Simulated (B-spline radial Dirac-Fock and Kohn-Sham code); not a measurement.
f′ and f″ of Ag, 516.2 eV to 4.5109 keV

Level of theory: the dispersion relation over Dirac-Hartree-Slater subshell photoionisation cross sections, with the Kissel-Pratt high-energy constant (isolated atom, no bound-bound lines or fine structure); a B-spline atomic structure program. The forward scattering factor is f₀ + f′ + i f″.

Edges near this range: L1 3806.0 eV, L2 3524.0 eV, L3 3351.0 eV, M1 719.0 eV, M2 603.8 eV, M3 573.0 eV, M4 374.0 eV, M5 368.3 eV.

| hν (eV) | λ (Å) | f′ (e) | f″ (e) | tabulated f′ | tabulated f″ |
| --- | --- | --- | --- | --- | --- |
| 516.2 | 24.02 | -28.268 | 26.316 | – | 23.13 |
| 632.3 | 19.61 | -20.832 | 26.927 | – | 26.46 |
| 784.3 | 15.81 | -13.190 | 23.215 | – | 22.78 |
| 1000 | 12.40 | -8.336 | 17.818 | -8.55 | 17.37 |
| 1253.6 | 9.890 | -6.279 | 13.486 | -6.49 | 12.91 |
| 1300 | 9.537 | -6.087 | 12.870 | -6.30 | 12.29 |
| 1486.9 | 8.338 | -5.623 | 10.782 | -5.84 | 10.24 |
| 1626 | 7.625 | -5.496 | 9.550 | -5.70 | 8.97 |
| 1893 | 6.550 | -5.568 | 7.719 | -5.76 | 7.21 |
| 2000 | 6.199 | -5.680 | 7.135 | -5.89 | 6.67 |
| 2106 | 5.887 | -5.829 | 6.622 | -6.01 | 6.21 |
| 2354 | 5.267 | -6.313 | 5.626 | -6.52 | 5.34 |
| 2984.4 | 4.154 | -8.877 | 3.942 | -9.07 | 3.81 |
| 3178 | 3.901 | ? | ? | ? | ? |
| 4000 | 3.100 | -5.701 | 13.302 | -5.74 | 13.19 |
| 4510.9 | 2.749 | -2.670 | 11.069 | -2.73 | 10.83 |

Q: What are f′ and f″ at 3178 eV?

A: f′ = -10.868 and f″ = 3.579 electrons (tables: -11.19 and 3.43). By the optical theorem f″ corresponds to a photoabsorption cross section 2 rₑ λ f″ = 78700 b.

Tabulated f′: xraylib 4.2 anomalous scattering factors (Cullen et al., EPDL97); f″: Chantler's tables (J. Phys. Chem. Ref. Data 1995 and 2000). Both are theoretical tables.

Values without a named source are computed, but for edge energies of neutral atoms, which are taken from tables.
